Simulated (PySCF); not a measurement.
Some computed properties have been withheld. Give your best values.

Species: C4H4N2O3S.
Structure used (GFN2-xTB), in Å, numbered top down from 1:
```
atom  x, y, z in Å
O1     2.5979    0.0595   -1.4903
S2     2.0582   -0.1917   -0.1985
O3     2.6146    0.4596    0.9451
O4     2.0802   -1.7714    0.0634
C5     0.2885    0.1123   -0.2481
C6    -0.2999    0.8344   -1.2722
N7    -1.6060    1.0555   -1.2732
C8    -2.3092    0.5582   -0.2677
C9    -1.7097   -0.1736    0.7529
N10   -0.4020   -0.3916    0.7560
H11    2.0445   -1.9340    1.0084
H12    0.2850    1.2252   -2.0909
H13   -3.3726    0.7505   -0.2877
H14   -2.2703   -0.5934    1.5756
```

```csv
property,level,value
point group of the GFN2-xTB geometry,GFN2-xTB,?
"rotational constants A, B, C of the GFN2-xTB geometry",GFN2-xTB,"2.757, 0.865, 0.755 GHz"
dipole moment,wB97X-D/def2-SVPD,4.92 D
HOMO energy,wB97X-D/def2-SVPD,-10.06 eV
LUMO energy,wB97X-D/def2-SVPD,?
lowest singlet excitation,TDDFT wB97X-D/def2-SVPD,"4.10 eV (303 nm, f = 0.005)"
strongest line among the 8 lowest singlet transitions,TDDFT wB97X-D/def2-SVPD,?
lowest triplet excitation (Tamm–Dancoff),TDA wB97X-D/def2-SVPD,3.46 eV
static isotropic polarisability,wB97X-D/def2-SVPD,?
electronic spatial extent ⟨r²⟩ about the centre of nuclear charge,wB97X-D/def2-SVPD,1498 bohr²
13C chemical shifts (computed TMS as zero) by class,GIAO PBE0/pcSseg-1,"161.9 (C5), 154.1 (C8), 149.6 (C9), 148.6 (C6) ppm"
1H chemical shifts (computed TMS as zero) by class,GIAO PBE0/pcSseg-1,"9.46 (H12), 9.10 (H13), 8.83 (H14), 5.83 (H11) ppm"
"isotropic shieldings of nuclei other than C and H, by class",GIAO PBE0/pcSseg-1,"-122 (N7), -97 (N10), 112 (O1/O3), 135 (O4), 203 (S2) ppm"
```

Gas-phase values; electronic properties from PySCF, density fitting. The structure is a single GFN2-xTB conformer in the gas phase; no vibrational or solvent corrections. NMR classes are plain means over equivalent atoms (diastereotopic ones count apart unless rotation or inversion swaps them), as if these changed places fast; in this geometry the members of some classes differ.

Task: The strongest line among the 8 lowest singlet transitions?

Result: S3 at 5.45 eV (227 nm, f = 0.153).

Task: The LUMO energy?

Result: -0.79 eV.

Task: What is the point group of the GFN2-xTB geometry?

Result: C1.

Task: The static isotropic polarisability?

Result: 86.5 au.

The polarisability is 12.82 Å³ as a volume (1 au = 0.148185 Å³), or 1.05 au for each of the 82 electrons. The rotational constants make it an asymmetric top with κ = (2B − A − C)/(A − C) = -0.89, nearer the prolate limit (−1). A dipole of 4.92 D is allowed in C1, and pure rotational transitions are dipole-allowed.

For the TDDFT job (wB97X-D/def2-SVPD), hardware: one thread, Arm Neoverse N1, no GPU, on a shared host. Cost: 1.9 min.
